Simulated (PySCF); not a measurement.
CH₁₂Si₅. Atoms are numbered in the order given.

```xyz
18

Si    -1.4442     2.3374     0.0000
Si    -0.0164     0.4853     0.0000
Si     2.2661     1.0122     0.0000
Si    -0.4154    -1.3491    -1.4467
C     -0.0492    -2.5484     0.0000
Si    -0.4154    -1.3491     1.4467
H     -1.2096     3.1780    -1.2118
H     -2.8642     1.8779     0.0000
H     -1.2096     3.1780     1.2118
H      2.6395     1.8002    -1.2123
H      2.6395     1.8002     1.2123
H      3.0531    -0.2586     0.0000
H      0.4343    -1.5363    -2.6609
H     -1.8509    -1.4238    -1.8529
H     -0.5969    -3.5035     0.0000
H      1.0315    -2.7739     0.0000
H     -1.8509    -1.4238     1.8529
H      0.4343    -1.5363     2.6609
```
Charge 0, spin multiplicity 1.

Geometry: B3LYP-D3(BJ)/def2-SVP. The structure was generated by enumeration, and PubChem lists no compound with its InChIKey, so it may never have been made.

These are M06-2X/def2-TZVP run with PySCF values and carry that method's errors.

The molecule is in vacuum.

Task: Estimate the frontier levels, gap, dipole moment. (Estimate from the structure and the level; the computed values follow.)

Result: 
The highest occupied level is -8.11 eV and the lowest empty level is 0.11 eV. The orbital gap is 8.22 eV and the dipole moment comes out as 0.51 D. The quadrupole, principal values (traceless, Buckingham form, about the centre of nuclear charge) is -1.58, -1.26, 2.84 D·Å.
